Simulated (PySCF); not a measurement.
## Structure from NMR data

The spectra below were simulated for a compound C5H8F3NSi.

¹H NMR (600 MHz, computed): δ 4.65 (s, 3H), 3.78 (s, 2H), 2.76 (s, 3H).

¹³C{¹H} NMR (computed): δ 124.0 (C), 94.4 (C), 78.1 (C), 44.8 (CH2), 39.7 (CH3).

Gas phase, a single conformation, rapidly exchanging positions averaged, non-relativistic Hamiltonian. GIAO PBE0/pcSseg-1 shieldings; structure optimised with GFN2-xTB; PySCF 2.14.0 with density-fitted response routines.

Scale: ¹H (31.72 ppm), ¹³C (186.93 ppm) against TMS (reference shieldings calculated alike).

Problem. Which of these isomers gave the spectra?
A. C=C/N=C\[C@@H]([SiH3])C(F)(F)F
B. C[Si](C)(N)C#CC(F)(F)F
C. CN([SiH3])CC#CC(F)(F)F

Solution. C. 

The formula gives 2 degrees of unsaturation (no ring in the answer). 5 carbon signals for 5 carbons: no two carbons are equivalent. Carbon types of the structure: 3 × C, 1 × CH2, 1 × CH3, leaving 3 H on heteroatoms. δC 124.0: CF3 carbon; 3 electronegative neighbours deshield it. δC 94.4, 78.1: alkyne carbon; the triple bond shields along its axis, which puts it between sp3 and sp2 carbons. δC 39.7: methyl carbon bonded to N; deshielded by the electronegative neighbour. δH 3.78: hydrogen on a propargylic sp3 CH2 bonded to N; its carbon carries N, hence the downfield position. δH 2.76: hydrogen on a methyl carbon bonded to N; its carbon carries N, which withdraws density.

The others: C[Si](C)(N)C#CC(F)(F)F would give 4 carbon signals, not 5; C=C/N=C\[C@@H]([SiH3])C(F)(F)F would give 6 signals for carbon-bound and other non-exchanging H, not 3.

Splittings by ¹⁹F in the carbon and heteronuclear signals aren't shown, as no couplings were computed. Shifts are as computed. Against solution values, carbons near 30 ppm lie about +3 ppm off and those near 130 ppm about +5 ppm. Of 1211 compounds with measured shifts, 218 miss one by over three times the rms of a fit or turn the order of signals round; such compounds aren't used in these exercises. Multiplicities follow the n + 1 count of equivalent neighbours, as no J values were calculated; m marks all less simple cases, F and P coupling included.
